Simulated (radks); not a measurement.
Task: Tl+, configuration [Kr] 4d10 4f14 5s2 5p5 5d10 6s2 6d1 (not the ground configuration). Calculated with a radial shooting solver on a logarithmic mesh with Libxc functionals: scalar-relativistic Kohn-Sham, PW91, spin-polarised, spherical densities, finite nucleus; open shells are filled with parallel spins first (spin-orbit coupling, left out, can overturn this in heavy ions); Fermi nuclear charge, rms radius 5.4759 fm. Some entries of the table are withheld. Estimate them.

orbital,occ.,eigenvalue (eV),<r> (bohr),r(max) (bohr)
1s up,1,-85608.03,0.01632,0.01003
1s down,1,-85607.88,0.01632,0.01003
2s up,1,-15260.01,0.06876,0.05815
2s down,1,-15259.91,0.06876,0.05815
2p up,3,-13133.47,0.06234,0.04832
2p down,3,-13133.33,0.06234,0.04832
3s up,1,-3657.387,0.1776,0.1639
3s down,1,-3657.287,0.1776,0.1639
3p up,3,-3044.974,0.1793,0.1638
3p down,3,-3044.861,0.1793,0.1638
3d up,5,-2408.909,0.1624,0.1334
3d down,5,-2408.794,0.1624,0.1334
4s up,1,-831.3678,0.3917,0.3689
4s down,1,-831.1790,0.3917,0.3689
4p up,3,-630.5056,0.4176,0.3889
4p down,3,-630.3102,0.4175,0.3889
4d up,5,-394.6297,0.4397,0.3954
4d down,5,-394.4027,0.4396,0.3954
5s up,1,-149.6956,0.8729,0.8064
5s down,1,-148.6798,0.8730,0.8059
4f up,7,-133.5896,0.4671,0.3578
4f down,7,-133.2923,0.4665,0.3578
5p up,3,-94.2892,0.9973,0.9007
5p down,2,-93.3029,0.9989,0.9008
5d up,5,-31.9521,(1),1.095
5d down,5,-31.2412,(2),1.099
6s up,1,-21.7779,2.232,(3)
6s down,1,-21.5166,2.229,(4)
6p up,0,-12.1389,2.933,(5)
6p down,0,-11.8088,2.912,(6)
7s up,0,-5.9974,5.558,5.136
6d up,1,-4.4987,5.317,4.651

Result: 
(1) 5d up <r> (bohr): 1.318
(2) 5d down <r> (bohr): 1.326
(3) 6s up r(max) (bohr): 1.957
(4) 6s down r(max) (bohr): 1.957
(5) 6p up r(max) (bohr): 2.477
(6) 6p down r(max) (bohr): 2.466
